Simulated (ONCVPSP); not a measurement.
# An all-electron radial function and its pseudo partner (Cl (Z = 17))

Columns: radius, all-electron u(r) and pseudo u(r) of the 2p shell (level -191.85 eV) of chlorine in the configuration [He] 2s2 2p6 3s2 3p5; PW91, scalar-relativistic, ONCV scheme, ONCVPSP 4.0.1.

| r (bohr) | all-electron | pseudo |
| --- | --- | --- |
| 0.038 | 0.1667 | 0.0561 |
| 0.075 | 0.4774 | 0.2087 |
| 0.113 | 0.8062 | 0.4427 |
| 0.150 | 1.0759 | 0.7145 |
| 0.188 | 1.2837 | 1.0003 |
| 0.225 | 1.4166 | 1.2506 |
| 0.263 | 1.4913 | 1.4522 |
| 0.300 | 1.5136 | 1.5778 |
| 0.338 | 1.4971 | 1.6314 |
| 0.375 | 1.4521 | 1.6164 |
| 0.413 | 1.3851 | 1.5468 |
| 0.450 | 1.3068 | 1.4443 |
| 0.488 | 1.2182 | 1.3202 |
| 0.525 | 1.1283 | 1.1955 |
| 0.563 | 1.0353 | 1.0729 |
| 0.600 | 0.9465 | 0.9641 |
| 0.638 | 0.8588 | 0.8649 |
| 0.675 | 0.7778 | 0.7790 |
| 0.713 | 0.6998 | 0.6997 |
| 0.750 | 0.6292 | 0.6291 |
| 0.788 | 0.5625 | 0.5623 |
| 0.825 | 0.5031 | 0.5030 |
| 0.863 | 0.4476 | 0.4475 |
| 0.900 | 0.3988 | 0.3987 |
| 0.938 | 0.3535 | 0.3534 |
| 0.975 | 0.3139 | 0.3138 |

(1) How many radial nodes do the two functions have?

(2) At about which radius was the pseudo-wave matched?

(3) Where does each function peak?

(4) Is the pseudo-wave norm-conserving?

Results:

(1) The all-electron 2p function has n − l − 1 = 0; the pseudo-wave has 0.

(2) 0.75 bohr, where the columns begin to agree (steps of 0.04 bohr).

(3) Outermost all-electron maximum near 0.30 bohr, pseudo maximum near 0.34 bohr (to the table’s step).

(4) Yes: the ONCV scheme keeps the norm inside the radius equal to the all-electron one, which fixes the energy derivative of the logarithmic derivative at the level.
